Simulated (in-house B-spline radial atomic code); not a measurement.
Two electrons outside the bare core: Nb³⁹⁺

Computed with an all-electron radial atomic-structure program (B-spline basis): configuration interaction (CI) of the two electrons, alone and with Breit and QED terms (there is no core, so MBPT adds nothing); no-pair Dirac Hamiltonian, finite nucleus. Labels give the configuration (outer n counted up each series) and the leading LS term, or the jj pair where no LS term holds 70 %.

Command:
```bash
python run_mb.py task.json out
```
Settings (nuclear radius in fm, box in bohr, cutoff in hartree):
```
basis_form          3
Z                   41
core_configuration  
rms_radius          4.324
mass_number         93
speed_of_light      137.036
box_radius          2.195
lmax                6
intervals           56
virtual_cutoff      3362.0
```

Run time, properties included: 51 s on 1 thread of Intel(R) Xeon(R) Platinum 8488C (shared host).

Excitation energies (eV):

```json
{"level": "1s2 1S0", "purity of the LS term": "1.0", "CI alone": "0", "CI + MBPT + Breit + QED": "0"}
{"level": "1s2s 3S1", "purity of the LS term": "1.0", "CI alone": "17020", "CI + MBPT + Breit + QED": "16980"}
{"level": "1s2p 3P°0", "purity of the LS term": "1.0", "CI alone": "17067", "CI + MBPT + Breit + QED": "17033"}
{"level": "1s2p 3P°1", "purity of the LS term": "0.759", "CI alone": "17077", "CI + MBPT + Breit + QED": "17035"}
{"level": "1s2s 1S0", "purity of the LS term": "1.0", "CI alone": "17072", "CI + MBPT + Breit + QED": "17036"}
{"level": "1s2p 3P°2", "purity of the LS term": "1.0", "CI alone": "17193", "CI + MBPT + Breit + QED": "17150"}
{"level": "1s2p 1P°1", "purity of the LS term": "0.758", "CI alone": "17218", "CI + MBPT + Breit + QED": "17177"}
{"level": "1s3s 3S1", "purity of the LS term": "1.0", "CI alone": "20196", "CI + MBPT + Breit + QED": "20153"}
{"level": "1s3p 3P°0", "purity of the LS term": "1.0", "CI alone": "20209", "CI + MBPT + Breit + QED": "20168"}
{"level": "1s3s 1S0", "purity of the LS term": "1.0", "CI alone": "20209", "CI + MBPT + Breit + QED": "20169"}
{"level": "1s3p 3P°1", "purity of the LS term": "0.752", "CI alone": "20211", "CI + MBPT + Breit + QED": "20169"}
{"level": "1s3p 3P°2", "purity of the LS term": "1.0", "CI alone": "?", "CI + MBPT + Breit + QED": "?"}
{"level": "1s3d (1/2,3/2)2", "purity of the LS term": "0.612 (3D)", "CI alone": "20253", "CI + MBPT + Breit + QED": "20210"}
{"level": "1s3d 3D1", "purity of the LS term": "1.0", "CI alone": "20253", "CI + MBPT + Breit + QED": "20210"}
{"level": "1s3p 1P°1", "purity of the LS term": "0.752", "CI alone": "20253", "CI + MBPT + Breit + QED": "20210"}
{"level": "1s3d 3D3", "purity of the LS term": "1.0", "CI alone": "20264", "CI + MBPT + Breit + QED": "20221"}
{"level": "1s3d (1/2,5/2)2", "purity of the LS term": "0.612 (1D)", "CI alone": "20265", "CI + MBPT + Breit + QED": "20222"}
{"level": "1s4s 3S1", "purity of the LS term": "1.0", "CI alone": "21296", "CI + MBPT + Breit + QED": "21253"}
{"level": "1s4p 3P°0", "purity of the LS term": "1.0", "CI alone": "21301", "CI + MBPT + Breit + QED": "21259"}
{"level": "1s4s 1S0", "purity of the LS term": "1.0", "CI alone": "21301", "CI + MBPT + Breit + QED": "21259"}
{"level": "1s4p 3P°1", "purity of the LS term": "0.749", "CI alone": "21302", "CI + MBPT + Breit + QED": "21259"}
{"level": "1s4p 3P°2", "purity of the LS term": "1.0", "CI alone": "21317", "CI + MBPT + Breit + QED": "21274"}
{"level": "1s4d (1/2,3/2)2", "purity of the LS term": "0.616 (3D)", "CI alone": "21319", "CI + MBPT + Breit + QED": "21276"}
{"level": "1s4d 3D1", "purity of the LS term": "1.0", "CI alone": "21319", "CI + MBPT + Breit + QED": "21277"}
{"level": "1s4p 1P°1", "purity of the LS term": "0.749", "CI alone": "21319", "CI + MBPT + Breit + QED": "21277"}
{"level": "1s4d 3D3", "purity of the LS term": "1.0", "CI alone": "21324", "CI + MBPT + Breit + QED": "21281"}
{"level": "1s4f (1/2,5/2)°3", "purity of the LS term": "0.569 (3F)", "CI alone": "?", "CI + MBPT + Breit + QED": "?"}
{"level": "1s4f 3F°2", "purity of the LS term": "1.0", "CI alone": "21324", "CI + MBPT + Breit + QED": "21281"}
{"level": "1s4d (1/2,5/2)2", "purity of the LS term": "0.616 (1D)", "CI alone": "21324", "CI + MBPT + Breit + QED": "21281"}
{"level": "1s4f 3F°4", "purity of the LS term": "1.0", "CI alone": "21327", "CI + MBPT + Breit + QED": "21284"}
```

Task: Where does 1s4f (1/2,5/2)°3 lie?

Result: 21324 eV in CI alone and 21281 eV with all corrections.

Task: Where does 1s3p 3P°2 lie?

Result: 20246 eV in CI alone and 20203 eV with all corrections.

Task: What is the first ionisation energy?

Result: 22646 eV to the 1s1/2 state of the next ion (22689 eV from CI alone). NIST lists 22648.046 ± 0.007 eV (tabulated theory).

Some electric-dipole lines (reduced elements in atomic units, length form; vacuum wavelengths from the computed energies):

```csv
upper,lower,D bare (size),D with core polarisation (size),λ (nm),A (s⁻¹)
1s2p 3P°0,1s2s 3S1,0.0719,0.0719,23.161,8.4e+08
1s2p 3P°1,1s2s 3S1,0.109,0.109,22.543,6.9e+08
1s2p 3P°2,1s2s 3S1,0.164,0.164,7.2644,2.8e+10
1s2p 1P°1,1s2s 3S1,0.0628,0.0628,6.2884,1.1e+10
```

Weak lines are less accurate than strong ones.
